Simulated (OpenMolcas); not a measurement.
## What dynamic correlation does to the levels of Rb

```yaml
Program: OpenMolcas 26.06
Basis: ANO-RCC-VDZ [6s5p1d]
Scalar_Hamiltonian: DKH4, point nucleus
Active_space: 1 electron in 8 orbitals (5s 5p 6s 6p)
State_averaging: 2S+1 = 2 even, 1 root; 2S+1 = 2 odd, 3 roots
Spin-orbit_coupling: state interaction with AMFI integrals over the reference wave functions, term energies averaged over their components
```

Methods on the same reference wave functions:
A. CASSCF
B. SS-CASPT2, IPEA 0.25 Eh, imaginary shift 0.1 Eh (closed shells correlated: 4s 4p)

Energies in cm-1 above 5s 2S 1/2, the measured ground level; measured values from NIST Handbook of Basic Atomic Spectroscopic Data.

| Level | A | B | Measured |
| --- | --- | --- | --- |
| 5s 2S 1/2 | 0.0 | 0.0 | 0.0 |
| 5p 2P* 1/2 | 10739 | 10959 | 12579 |
| 5p 2P* 3/2 | 10879 | 11098 | 12817 |

Deviations, from unrounded energies. A percentage is the sum of absolute deviations over the sum of measured energies, with the sign that they share, or ± where signs differ.

```csv
Against measurement,Levels,A,B
mean absolute deviation (cm-1),2,1900,1700
other configurations (%),2,-14.9,-13.1
```

B lies closest to measurement on these levels. The largest miss of B in the table is 5p 2P* 3/2, by -1700 cm-1. The ranking rests on the paired levels alone, and a cruder setting can come out closer through cancelling errors.

The lowest spin-free term lies below A's lowest term by 0.023 hartree in B.

With one active electron outside closed inactive shells, the extra shells (6p 6s) add no correlation to the reference. ANO sets are built for ground and valence states and can reach diffuse excited orbitals poorly. With one active electron the reference holds no correlation, so core polarisation is missing (holds for A). With one active electron, CASPT2 adds the correlation within the correlated inactive shells and between them and that electron, and leaves the splitting within a term as the reference gives it (holds for B). Computed and measured levels are paired by configuration, term and J; levels that our copy of the source lacks, or whose pairing is in doubt (as where it misses far off the trend of its configuration), stay unpaired and out of the deviations. Only configurations of the active space appear.

* marks odd parity.
